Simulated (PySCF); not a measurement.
## Working with the constants of CsF⁻

UHF-CCSD(T) constants of CsF⁻, ²Σ⁺ (doublet), unpaired electrons σ ↑ (Cs def2-SVPD with ECP46, F def2-SVPD; scalar-relativistic core potentials (PySCF 2.14); masses 132.9054 and 18.9984 u):

| Quantity | Value |
| --- | --- |
| ωe | 265.0 cm⁻¹ |
| ωexe | 1.64 cm⁻¹ |
| Be | 0.15143 cm⁻¹ |
| αe | 0.00129 cm⁻¹ |
| De to Cs + F⁻ | 1.88 eV |

Q: What force constant and bond length do these constants imply?

A: Reduced mass μred = 16.622 u; k = 5.8918×10⁻⁷·μred·ωe² (u, cm⁻¹, mdyn/Å) = 0.688 mdyn/Å; Re = √(16.8576/(μred·Be)) (u, cm⁻¹, Å) = 2.588 Å.

Q: Estimate the centrifugal constant D from the Kratzer relation and find the Dunham coefficient a1.

A: D = 4Be³/ωe² = 1.98e-07 cm⁻¹; a1 = −1 − αeωe/(6Be²) = -3.48.

Correlated steps freeze 1 core orbital. Correlated levels converge slowly with the basis: in double zeta they bind strong bonds too weakly, by up to about 1 eV, and carry superposition errors of some tenths. Spin–orbit coupling is left out. For an ion De counts to the pair picked by the measured ionisation energies or electron affinities, which need not be the lowest pair at this level. The state was picked by a PBE0 search and need not be the measured ground state.
